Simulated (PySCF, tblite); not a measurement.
Isomers of C5H5OP, one GFN2-xTB conformer each. Single-point energies are computed at PBE0/pcSseg-1 (PySCF, gas phase, no added dispersion term), electronic only.

Question: Rank them by PBE0/pcSseg-1 energy, lowest first (kJ/mol).
A. `[CH2:1]=[CH:2][c:3]1[o:4][cH:5][cH:6][p:7]1` with C1–C2–C3–O4 180°
B. `[CH2:1]=[P:2][c:3]1[cH:4][cH:5][cH:6][o:7]1` with C1–P2–C3–C4 180°
C. `[CH2:1]=[CH:2][c:3]1[cH:4][p:5][cH:6][o:7]1` with C1–C2–C3–C4 180°

Answer: C (0.0), A (2.5), B (27.5).

As drawn, the lowest has a C=C bond outside aromatic rings, which the highest lacks. Neighbours under 10 kJ/mol apart (C=Cc1cpco1 and C=Cc1occp1) can change places with a better method, another conformer or zero-point energy. GFN2-xTB itself gives, in the same order: 5.5, 0.0, 25.0. GFN2-xTB puts C=Cc1occp1 lowest instead; measured from each level's own lowest isomer, the values differ by up to 5.5 kJ/mol (C=Cc1cpco1: 5.5 against 0.0).

Which frontier levels, dipoles and rotational constants go with these structures?

```tsv
SMILES	HOMO (eV, PBE0/pcSseg-1)	LUMO (eV)	dipole (D)	A, B, C (MHz)
C=Cc1cpco1	-6.51	-1.31	1.22	7049, 1521, 1251
C=Cc1occp1	-6.27	-1.70	1.00	4803, 1944, 1384
C=Pc1ccco1	-6.50	-1.81	1.61	6320, 1611, 1284
```

What happens when harmonic zero-point energies from GFN2-xTB frequencies are added?

```csv
SMILES,ZPE (kJ/mol),electronic (kJ/mol),with ZPE (kJ/mol)
C=Cc1cpco1,222.6,0.0,0.0
C=Cc1occp1,222.3,2.5,2.2
C=Pc1ccco1,221.0,27.5,25.9
```

The zero-point energies span 1.6 kJ/mol. The order is unchanged.
